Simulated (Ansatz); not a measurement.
Reactions of ClH5OSSi2, SMILES `O[SiH2][SiH](S)Cl`.

Program: Ansatz. Geometries: PBE0-D4/def2-TZVP. ΔE: electronic, gas phase. CCSD(T)/CBS adds triple-zeta CCSD(T) − MP2 to the extrapolated MP2 energy (def2 sets, frozen cores). This one scheme is used for every species. DFT in def2-TZVPP. No spin–orbit coupling; open shells (•) take unrestricted orbitals. One conformer a species, not always the lowest.

```csv
reaction,PBE-D4 (kJ/mol),CCSD/CBS(def2) (kJ/mol),r2SCAN-D4 (kJ/mol),ωB97M-V (kJ/mol)
`O[SiH2][SiH](S)Cl` → `S[SiH]Cl`• + `O[SiH2]`•,312,330,304,334
`O[SiH2][SiH](S)Cl` + `CNCO` → `O[SiH2][SiH](O)Cl` + `CNCS`,-30,-46,-37,-41
`O[SiH2][SiH](S)Cl` + H₂S → `S[SiH](S)Cl` + `O[SiH3]`,-48,-62,-58,-63
`O[SiH2][SiH](S)Cl` + H₂O → `O[SiH2][SiH](O)Cl` + H₂S,-19,-32,-29,-33
`O[SiH2][SiH](S)Cl` + CH₃OH → `CO[SiH](S)Cl` + `O[SiH3]`,-82,-111,-103,-112
`O[SiH2][SiH](S)Cl` + `N[SiH2]N` → `N[SiH2]N[SiH2]O` + `S[SiH2]Cl`,-58,-83,-73,-83
`O[SiH2][SiH](S)Cl` + H₂ → `S[SiH2]Cl` + `O[SiH3]`,-1,-27,-12,-24
`O[SiH2][SiH](S)Cl` + H₂ → `O[SiH2][SiH2]Cl` + H₂S,54,40,53,46
`O[SiH2][SiH](S)Cl` + H–F → `O[SiH2][SiH](F)Cl` + H₂S,-55,-71,-69,-71
`O[SiH2][SiH](S)Cl` + HCl → `O[SiH2][SiH](Cl)Cl` + H₂S,-27,-35,-32,-35
```

Problem. Give the CCSD(T)/CBS values in the same order. (Estimate.)

Solution. The calculation gave: 336, -44, -61, -28, -108, -81, -20, 47, -66, -33 kJ/mol.

Largest T1 diagnostic: 0.015, for `O[SiH2]`•.
